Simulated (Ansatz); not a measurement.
AgSn₂, 3 atoms. Hardware: 4 threads of Arm Neoverse V2 on a shared host.

In the def2 sets Ag, Sn take a core potential; there is no spin–orbit coupling. Correlated methods freeze 8 core orbitals; core or outer-core shells of Ag, Sn are correlated, in sets that lack core-valence functions.

(1) How many basis functions does each of these Ansatz runs have, and roughly what does it cost? PBE0-D4/def2-SVP, charge 0 doublet, energy with a search over starts; r2SCAN-D4/def2-TZVPD, charge -1 singlet at the geometry of the charge 0 doublet, energy, from earlier orbitals; PBE-QIDH/def2-TZVP, charge 0 doublet, energy, from earlier orbitals; LC-ωPBE (ω = 0.10 bohr⁻¹)/def2-TZVP, charge 0 quartet, energy, from earlier orbitals; PBE0-D4/def2-TZVPD, charge -1 triplet at the geometry of the charge 0 doublet, energy; PBE0-D4/def2-TZVP, charge 1 triplet at the geometry of the charge 0 doublet, energy; PBE-D4/def2-SVP, charge 0 doublet, energy, from earlier orbitals; r2SCAN-D4/def2-TZVP, charge 1 singlet at the geometry of the charge 0 doublet, energy, from earlier orbitals; PBE0-D4/def2-SVP, charge 1 singlet at the geometry of the charge 0 doublet, energy with a search over starts; PBE0-D4/def2-TZVPD, charge -1 singlet at the geometry of the charge 0 doublet, energy, from earlier orbitals; r2SCAN-D4/def2-TZVPD, charge 0 doublet, energy, from earlier orbitals; HF/STO-3G, charge 0 quartet, energy.

Answers

(1) Other jobs shared the machine, so times can vary by a factor of up to 3. A dash marks memory too small to be measured apart from the calling script's.

```tsv
run	functions	fitting or Cholesky vectors	wall time	peak host memory (GiB)
PBE-D4/def2-SVP, charge 0 doublet, energy, from earlier orbitals	83	864	2.2 s	–
PBE0-D4/def2-TZVPD, charge -1 singlet at the geometry of the charge 0 doublet, energy, from earlier orbitals	152	1362	2.5 s	–
PBE0-D4/def2-SVP, charge 1 singlet at the geometry of the charge 0 doublet, energy with a search over starts	83	1012	2.9 s	–
r2SCAN-D4/def2-TZVP, charge 1 singlet at the geometry of the charge 0 doublet, energy, from earlier orbitals	140	1129	3.4 s	–
r2SCAN-D4/def2-TZVPD, charge -1 singlet at the geometry of the charge 0 doublet, energy, from earlier orbitals	152	1161	3.6 s	–
PBE0-D4/def2-TZVP, charge 1 triplet at the geometry of the charge 0 doublet, energy	140	1308	3.9 s	–
PBE-QIDH/def2-TZVP, charge 0 doublet, energy, from earlier orbitals	140	1354	7.5 s	–
PBE0-D4/def2-SVP, charge 0 doublet, energy with a search over starts	83	1012	8 s	–
LC-ωPBE (ω = 0.10 bohr⁻¹)/def2-TZVP, charge 0 quartet, energy, from earlier orbitals	140	1129	9 s	–
PBE0-D4/def2-TZVPD, charge -1 triplet at the geometry of the charge 0 doublet, energy	152	1362	11 s	0.82
r2SCAN-D4/def2-TZVPD, charge 0 doublet, energy, from earlier orbitals	152	1161	17 s	–
HF/STO-3G, charge 0 quartet, energy	81	1057	17 s	–
```
